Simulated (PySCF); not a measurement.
Zn(Et)(SH) anion (C2H6SZn), SMILES C[CH2][Zn][SH] (connectivity only; charge and spin as stated), charge -1, multiplicity 2.

Geometry optimised at TPSSh-D3(BJ)/def2-SVPD. The multiplicity is an assumed one; no other spin state was optimised. The isomer is the one that the SMILES or the coordinates give; other isomers of the formula were not compared. Other conformers were not sampled.

The numbers are results of PBE/def2-SVPD (PySCF), not measurements.

Gas-phase values at a fixed geometry. A positive occupied level means that this level leaves the electron formally unbound; only the finite basis holds it.

Computed frontier levels, dipole moment and polarisability:
```json
{
 "α spin, highest occupied and lowest empty level": "1.27 and 3.29 eV",
 "β spin, highest occupied and lowest empty level": "-0.81 and 2.20 eV",
 "dipole_moment_about_the_centre_of_nuclear_charge": "0.729 e·Å",
 "mean_static_polarisability": "142.9 bohr³ (21.17 Å³)",
 "polarisability_principal_values": "108.4, 132.5, 187.7 bohr³",
 "⟨S²⟩": "0.752 (pure state 0.75)"
}
```
